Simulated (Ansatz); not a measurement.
C2H7AlCl2O, SMILES `C[OH+][Al-]([CH3])([Cl])[Cl]` at its PBE0-D4/def2-TZVP geometry, where that method's forces vanish. The species carries charge 0 and has multiplicity 1.

| atom | x (Å) | y (Å) | z (Å) |
| --- | --- | --- | --- |
| C1 | 1.5867 | -0.4779 | 1.1161 |
| O2 | 0.7601 | -0.8480 | -0.0004 |
| Al3 | -0.3441 | 0.3961 | -1.0125 |
| C4 | -2.0520 | 0.5035 | -0.1043 |
| Cl5 | -0.1735 | -0.7469 | -2.8135 |
| Cl6 | 0.8962 | 2.1310 | -0.9778 |
| H7 | 1.9347 | -1.3822 | 1.6139 |
| H8 | 0.9567 | 0.0952 | 1.7920 |
| H9 | 2.4197 | 0.1403 | 0.7829 |
| H10 | 1.2333 | -1.4094 | -0.6286 |
| H11 | -2.7290 | 1.1800 | -0.6338 |
| H12 | -1.9476 | 0.8910 | 0.9137 |
| H13 | -2.5412 | -0.4727 | -0.0476 |

Task: For each bond, give half the difference of the two atoms' forces along it (eV/Å; positive pushes the atoms apart) under PBE-D4, r2SCAN-D4, B3LYP-D4, ωB97M-V in def2-TZVPP. (An estimate is asked.)

Result: Ansatz gave: 
```json
{"bond": "C1–O2", "length (Å)": "1.438", "PBE-D4": "0.23", "r2SCAN-D4": "0.37", "B3LYP-D4": "0.35", "ωB97M-V": "0.29"}
{"bond": "C1–H7", "length (Å)": "1.089", "PBE-D4": "0.07", "r2SCAN-D4": "-0.08", "B3LYP-D4": "-0.10", "ωB97M-V": "-0.11"}
{"bond": "C1–H8", "length (Å)": "1.087", "PBE-D4": "0.09", "r2SCAN-D4": "-0.07", "B3LYP-D4": "-0.11", "ωB97M-V": "-0.10"}
{"bond": "C1–H9", "length (Å)": "1.089", "PBE-D4": "0.07", "r2SCAN-D4": "-0.08", "B3LYP-D4": "-0.09", "ωB97M-V": "-0.10"}
{"bond": "O2–Al3", "length (Å)": "1.947", "PBE-D4": "-0.03", "r2SCAN-D4": "-0.13", "B3LYP-D4": "-0.06", "ωB97M-V": "-0.01"}
{"bond": "O2–H10", "length (Å)": "0.966", "PBE-D4": "0.32", "r2SCAN-D4": "-0.02", "B3LYP-D4": "-0.07", "ωB97M-V": "-0.12"}
{"bond": "Al3–C4", "length (Å)": "1.937", "PBE-D4": "-0.07", "r2SCAN-D4": "-0.03", "B3LYP-D4": "-0.01", "ωB97M-V": "-0.05"}
{"bond": "Al3–Cl5", "length (Å)": "2.140", "PBE-D4": "0.13", "r2SCAN-D4": "0.03", "B3LYP-D4": "0.09", "ωB97M-V": "0.05"}
{"bond": "Al3–Cl6", "length (Å)": "2.133", "PBE-D4": "0.11", "r2SCAN-D4": "0.02", "B3LYP-D4": "0.09", "ωB97M-V": "0.05"}
{"bond": "C4–H11", "length (Å)": "1.094", "PBE-D4": "0.12", "r2SCAN-D4": "0.00", "B3LYP-D4": "-0.04", "ωB97M-V": "-0.04"}
{"bond": "C4–H12", "length (Å)": "1.094", "PBE-D4": "0.11", "r2SCAN-D4": "0.00", "B3LYP-D4": "-0.03", "ωB97M-V": "-0.04"}
{"bond": "C4–H13", "length (Å)": "1.093", "PBE-D4": "0.11", "r2SCAN-D4": "0.00", "B3LYP-D4": "-0.04", "ωB97M-V": "-0.04"}
```

B3LYP here is the variant with VWN-RPA as its local correlation; programs differ in this.
